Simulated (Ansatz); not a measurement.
Abstraction of H: C2H4Ge + SnH3 → GeH3(CC) + SnH4

Gas-phase species: C2H4Ge `C#[C][GeH3]`, singlet; SnH3 `[SnH3]`, doublet; GeH3(CC), doublet; SnH4 `[SnH4]`, singlet. A radical takes H: the energy is the difference in strength between the C–H bond broken and the Sn–H bond made.

Shapes, held fixed at every level: PBE0-D4/def2-TZVP. Programs: Ansatz 0.2.0. The zero-point and thermal change to 298 K, harmonic and unscaled (PBE0-D4/def2-TZVP), is -7.9 kJ/mol.

**Question.** Estimate ΔH(298 K) of this reaction.

**Answer.** B2PLYP/def2-TZVPP gives ΔH(298 K) = +241.7 kJ/mol; the levels span +184.0 to +252.8. The median of the levels is +239.0. No measured value is set beside it here. Spin contamination: GeH3(CC) (⟨S²⟩ up to 1.14). Open shells run unrestricted. For atoms past krypton def2 sets carry core potentials with scalar relativity. Relativity is left out for Ge. Outer-core shells of Ge, Sn are correlated, in sets that cover them unevenly. Times are processor times on shared x86 and Arm servers, and rough.

```json
{"level": "HF/def2-SVP", "kind": "Hartree–Fock", "ΔH(298 K) (kJ/mol)": "+184.0", "CPU time (sum over the molecules)": "–"}
{"level": "HF/def2-TZVPP", "kind": "Hartree–Fock", "ΔH(298 K) (kJ/mol)": "+187.0", "CPU time (sum over the molecules)": "–"}
{"level": "SPW92/def2-TZVPP", "kind": "LDA", "ΔH(298 K) (kJ/mol)": "+252.8", "CPU time (sum over the molecules)": "9 s"}
{"level": "PBE-D4/def2-TZVPP", "kind": "GGA", "ΔH(298 K) (kJ/mol)": "+240.1", "CPU time (sum over the molecules)": "18 s"}
{"level": "BHLYP-D4/def2-TZVPP", "kind": "global hybrid", "ΔH(298 K) (kJ/mol)": "+238.0", "CPU time (sum over the molecules)": "26 s"}
{"level": "wB97M-V/def2-TZVPP", "kind": "range-separated hybrid", "ΔH(298 K) (kJ/mol)": "+247.1", "CPU time (sum over the molecules)": "96 s"}
{"level": "wB97X-V/def2-TZVPP", "kind": "range-separated hybrid", "ΔH(298 K) (kJ/mol)": "+236.9", "CPU time (sum over the molecules)": "75 s"}
{"level": "B2PLYP/def2-TZVPP", "kind": "double hybrid", "ΔH(298 K) (kJ/mol)": "+241.7", "CPU time (sum over the molecules)": "29 s"}
```
